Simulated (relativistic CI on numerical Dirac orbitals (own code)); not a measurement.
## Hyperfine structure of Tm¹⁶⁺, mass number 169

Calculated at this level of theory: Dirac-Coulomb-Breit CI, orbitals from a KLI potential per configuration, a model potential for QED, unscaled Slater integrals (own radial code, finite nucleus).

CI space (outside the closed core [Ar] 3d10 4p6 4d10): 4s2 4f7, 4s2 4f6 5s, 4s2 4f5 5s2, 4s2 4f6 6s, 4f9. Levels of other configurations are missing.

Nuclear spin I = 1/2, μ = -0.231 μN (tables of Stone and Pyykkö). The electronic factors are computed for point nuclear moments, without core polarisation or the Bohr-Weisskopf and QED corrections.

```tsv
Level	E (eV)	A (MHz)
4s2 4f7 6P°_7/2	7.1237	-208
4s2 4f7 6P°_5/2	7.3577	-249.5
4s2 4f7 6P°_3/2	7.5668	343.2
4s2 4f7 6I°_7/2	7.8811	-953.1
4s2 4f7 6I°_17/2	7.9993	-590.9
4s2 4f7 6I°_9/2	8.0181	-748.6
4s2 4f7 6I°_11/2	8.1211	-649.1
4s2 4f7 6I°_15/2	8.1482	-583.8
```

Levels with J = 0, under 50 % of one LS term, or S terms without an open s electron are left out. Small factors come from cancelling terms and can be off by tens of per cent or more.

At this charge transitions that keep the count of f electrons are usually good to a few per cent. Terms inside the open d or f shell come out 10 to 20 % too wide with unscaled integrals. Levels that differ in their count of f electrons can be misplaced by several ten thousand cm⁻¹, since the correlation energy of f electrons is missing or only estimated; rates across such gaps can be off by orders of magnitude.

Give the hyperfine levels of 4s2 4f7 6P°_3/2 relative to its centre of gravity.

With K = F(F + 1) − I(I + 1) − J(J + 1), E = AK/2: F = 1: -429, F = 2: 257.4 MHz.

LS names give the leading component of a level, which can be under half, so a name can repeat, a term be missing and a line seem to break the LS rules.
